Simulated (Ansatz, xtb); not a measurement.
## C6H3Cl3: which of two isomers lies lower

Structure I: `C=C1C(Cl)=C(Cl)/C1=C/Cl`, a singlet. Structure II: `C=C1C(Cl)=C(Cl)/C1=C\Cl`, a singlet. Both are isolated molecules in the gas phase, relaxed with B3LYP/def2-SVP.

Problem. Estimate E(II) − E(I) at the level CCSD(T)/def2-SVP + ΔMP2/def2-TZVPP.

Solution. Too close to call at this level: CCSD(T)/def2-SVP + ΔMP2/def2-TZVPP gives E(II) − E(I) = +0.85 kcal/mol.

How the difference moves with the method:

```csv
level,geometry,E(II) − E(I) (kcal/mol),departure from the last row (kcal/mol),"job, with rough time for the two"
GFN2-xTB,GFN2-xTB,+0.30,−0.55,"optimisation, 0.23 s"
HF/STO-3G,GFN2-xTB,+0.95,+0.10,"single point, 0.6 s"
r2SCAN-D4/def2-SVP,GFN2-xTB,+0.95,+0.10,"single point, 5.2 s"
B3LYP/def2-SVP,B3LYP/def2-SVP,+1.07,+0.22,"optimisation, 34 s"
HF/def2-SVP,B3LYP/def2-SVP,+1.24,+0.39,part of the CCSD(T) run
MP2/def2-SVP,B3LYP/def2-SVP,+1.08,+0.24,part of the CCSD(T) run
CCSD(T)/def2-SVP,B3LYP/def2-SVP,+1.19,+0.35,single point
CCSD(T)/def2-SVP + ΔMP2/def2-TZVPP,B3LYP/def2-SVP,+0.85,,"single point, 1.8 min"
```

As drawn, both hold the same kinds of bond in the same numbers.

The largest departure from CCSD(T)/def2-SVP + ΔMP2/def2-TZVPP is that of GFN2-xTB, 0.55 kcal/mol. The last row adds to CCSD(T) the change of the MP2 difference between the two basis sets, here −0.35 kcal/mol.

With thermal terms from frequencies at re-optimised GFN2-xTB minima (ideal gas, soft modes damped towards free rotors, one conformer each, 298.15 K, 1 atm): the zero-point term adds −0.03 kcal/mol; ΔH is +0.83 and ΔG +0.86 kcal/mol.

The correlated steps freeze 21 core orbitals. Run with Ansatz 0.2.0, xtb 6.7.1; the last row on 4 threads of Arm Neoverse V1 on a shared host.
